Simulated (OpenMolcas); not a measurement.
**Multiconfigurational calculation on Ge²⁺**

Input:

```
&GATEWAY
Coord
1

Ge 0.0 0.0 0.0
Basis=ANO-RCC-VQZP
Group=XYZ
NoMove
AngMom=0.0 0.0 0.0
AMFI
&SEWARD
&RASSCF
FileOrb=start.orb
Symmetry=1
Spin=3
nActEl=2 0 0
Inactive=8 6
Ras2=1 3
CIRoot=3 3 1
SDav=3
CIMx=300
Iter=120 100
PrWF=0.3
OrbListing=Nothing
MaxOrb=0
Atom
>>> COPY $Project.JobIph JOBPRE
&RASSCF
FileOrb=start.orb
Symmetry=1
Spin=3
nActEl=2 0 2
Inactive=8 6
Ras2=1 3
Ras3=5 0
CIRoot=3 3 1
SDav=18
CIMx=300
Iter=120 100
PrWF=0.3
OrbListing=Nothing
MaxOrb=0
Thrs=2.0e-7 1.0e-1 5.0e-4
Atom
>>> COPY $Project.JobIph JOB001
&RASSCF
FileOrb=start.orb
Symmetry=1
Spin=1
nActEl=2 0 2
Inactive=8 6
Ras2=1 3
Ras3=5 0
CIRoot=7 7 1
SDav=27
CIMx=300
Iter=120 100
PrWF=0.3
OrbListing=Nothing
MaxOrb=0
Thrs=2.0e-7 1.0e-1 5.0e-4
Atom
>>> COPY $Project.JobIph JOB002
&RASSCF
FileOrb=start.orb
Symmetry=2
Spin=3
nActEl=2 0 2
Inactive=8 6
Ras2=1 3
Ras3=5 0
CIRoot=3 3 1
SDav=18
CIMx=300
Iter=120 100
PrWF=0.3
OrbListing=Nothing
MaxOrb=0
Thrs=2.0e-7 1.0e-1 5.0e-4
Atom
>>> COPY $Project.JobIph JOB003
&RASSCF
FileOrb=start.orb
Symmetry=2
Spin=1
nActEl=2 0 2
Inactive=8 6
Ras2=1 3
Ras3=5 0
CIRoot=3 3 1
SDav=18
CIMx=300
Iter=120 100
PrWF=0.3
OrbListing=Nothing
MaxOrb=0
Thrs=2.0e-7 1.0e-1 5.0e-4
Atom
>>> COPY $Project.JobIph JOB004
&RASSI
NrOfJobIphs=4 3 7 3 3
1 2 3
1 2 3 4 5 6 7
1 2 3
1 2 3
IphNames
JOB001
JOB002
JOB003
JOB004
EJob
SpinOrbit
DIPRint=1.0
SOCoupling=1000.0
Subsets=2
MEES
Property=10
'ANGMOM' 1 'ANGMOM' 2 'ANGMOM' 3 'MLTPL  1' 1 'MLTPL  1' 2 'MLTPL  1' 3
'AMFI' 1 'AMFI' 2 'AMFI' 3 'MLTPL  2' 6
SOProperty=3
'ANGMOM' 1 'ANGMOM' 2 'ANGMOM' 3
```

A driver script runs the steps one by one and writes start.orb anew before each from the orbitals found so far.

Output, cut to the results:

```
--- SEWARD ---
Basis set label: GE.ANO-RCC...7S6P4D2F1G.

      Electronic valence basis set:
      ------------------
      Associated Effective Charge  32.000000 au
      Associated Actual Charge     32.000000 au
      Nuclear Model: Point charge

      Shell  nPrim  nBasis  Cartesian Spherical Contaminant
         s      20       7        X
         p      17       6        X
         d      11       4                 X
         f       5       2                 X
         g       2       1                 X
                  Relativistic Douglas-Kroll-Hess integrals:
                    - DKH order of Hamiltonian: 2
                    - DKH order of Properties : 0
                  Atomic mean-field integrals
--- RASSCF ---
Wave function specifications:
      -----------------------------

      Number of closed shell electrons          28
      Number of electrons in active shells       2
      Max number of holes in RAS1 space          0
      Max nr of electrons in RAS3 space          2
      Number of inactive orbitals               14
      Number of active orbitals                  9
      Number of secondary orbitals              45
      Spin quantum number                      1.0
      State symmetry                             1
Orbital specifications:
      -----------------------

      Symmetry species                           1   2
                                                ag  au
      Frozen orbitals                            0   0
      Inactive orbitals                          8   6
      Active orbitals                            6   3
      RAS1 orbitals                              0   0
      RAS2 orbitals                              1   3
      RAS3 orbitals                              5   0
      Secondary orbitals                        22  23
      Deleted orbitals                           0   0
      Number of basis functions                 36  32
      Number of CSFs                            18
      Number of root(s) required                 3
      Iter CI   SX   CI       RASSCF       Energy    max ROT     max BLB   max BLB  Level Ln srch  Step   QN
          iter iter root      energy       change     param      element    value   shift minimum  type update
 Nr of preliminary CI iterations:   1
 ###############################################################################
 ###############################################################################
 ###                                                                         ###
 ###                                                                         ###
 ###    WARNING: Problems in orbital optimization.                           ###
 ###                                                                         ###
 ###                                                                         ###
 ###############################################################################
 ###############################################################################
  Warning: In symmetry  1, orbital p=   9 has diagonal density matrix element D(p,p) close to zero. D(p,p)=  6.864488E-24
      Total energies have been shifted. Add                -2000.00 au
        ...
 ###############################################################################
 ###############################################################################
  Warning: In symmetry  1, orbital p=   9 has diagonal density matrix element D(p,p) close to zero. D(p,p)=  6.840099E-24
        4   1    5    0   -95.53873136   -9.50E-11   3.94E-06    8  19 1 -1.14E-05   0.50   0.00    SX    NO
      Convergence after  4 iterations
        5   1    5    0   -95.53873136   -3.96E-11   3.94E-06    8  19 1  7.21E-06   0.50   0.00    SX    NO
      Natural orbitals and occupation numbers for root  1
      sym 1:   0.000000   0.001162   0.001162  -0.000000   0.004649   0.004649
      sym 2:   0.994188   0.000000   0.994188
      Natural orbitals and occupation numbers for root  2
      sym 1:   0.000000   0.004649   0.001162  -0.000000   0.001162   0.004649
      sym 2:   0.994188   0.994188  -0.000000
      Natural orbitals and occupation numbers for root  3
      sym 1:  -0.000000   0.000000   0.004649   0.004649   0.001162   0.001162
      sym 2:   0.000000   0.994188   0.994188
::    RASSCF root number  1 Total energy:  -2095.53873136
::    RASSCF root number  2 Total energy:  -2095.53873136
::    RASSCF root number  3 Total energy:  -2095.53873136
--- RASSCF ---
...
--- RASSI ---
SPIN-FREE ENERGIES:
  (Shifted by EMIN (a.u.) =      -2096.1963515255)

 SF State       Relative EMIN(au)   Rel lowest level(eV)    D:o, cm**(-1)      L_eff

     4             0.0000000000        0.0000000000              0.0000         0.0
    11             0.2662820176        7.2459028319          58442.1477         1.0
    12             0.2662820176        7.2459028319          58442.1477         1.0
    13             0.2662820176        7.2459028319          58442.1477         1.0
    14             0.4177029167       11.3662754010          91675.1937         1.0
    15             0.4177029167       11.3662754010          91675.1937         1.0
    16             0.4177029167       11.3662754010          91675.1937         1.0
     8             0.6311933523       17.1756461043         138530.9283         2.0
     9             0.6311933523       17.1756461043         138530.9283         2.0
     5             0.6311933523       17.1756461043         138530.9283         2.0
     6             0.6311933523       17.1756461043         138530.9283         2.0
     7             0.6311933523       17.1756461043         138530.9283         2.0
     1             0.6576201690       17.8947564207         144330.9442         1.0
     2             0.6576201690       17.8947564207         144330.9442         1.0
     3             0.6576201690       17.8947564207         144330.9442         1.0
    10             0.7871658780       21.4198747449         172762.9409         0.0
     Dipole printing threshold changed to   1.00000000E+00

++ Dipole transition strengths (spin-free states):
   -----------------------------------------------
     for osc. strength at least  1.00000000E+00

  ( Max oscillator strength is only   0.65026088827627615      )
--
Eigenvalues of complex Hamiltonian:
   -----------------------------------
  (Shifted by EMIN (a.u.) =      -2096.1963515255)

...
```

Levels above the lowest, from the spin-orbit matrix, grouped by J:

```
Configuration  Term  J  E (cm-1)  Measured (cm-1)      g  Term weight %
          4s2    1S  0       0.0              0.0                   100
        4s 4p   3P*  0     57076            61734                   100
        4s 4p   3P*  1     57737            62500  1.501            100
        4s 4p   3P*  2     59127            64144  1.501            100
        4s 4p   1P*  1     91699            91873  1.000            100
          4p2    1D  2    138437           144975  1.007             99
          4p2    3P  0    142904           147685                   100
          4p2    3P  1    143672           148640  1.501            100
          4p2    3P  2    145086           150372  1.494             99
```

Against the 8 measured excited levels shown (Sugar and Musgrove, J. Phys. Chem. Ref. Data 22, 1213 (1993)) the mean absolute deviation is 4500 cm-1; the largest miss in energy is 4p2 1D2: computed 138437, measured 144975 cm-1 (-4.5 %), and the largest in proportion 4s 4p 3P* 2 (-7.8 %).

Active for correlation alone: 4d; no level in the range computed is led by a configuration that fills it, so any true level of that kind is missing. Some terms mix strongly with configurations of 4d, whose occupation reaches 0.29 (4p2 1D). Computed and measured levels are paired by configuration, term and J; levels that our copy of the source lacks, or whose pairing is in doubt (as where it misses far off the trend of its configuration), stay unpaired and out of the deviations. Only configurations of the active space appear. The first state left out of the spin-orbit step lies near 180000 cm-1 above the lowest spin-free state of the reference (among the parities and spins computed), and the list stops at four fifths of that energy or lower.

The term weight is that of the spin-free term in the level, not the purity of its configuration. * marks odd parity.
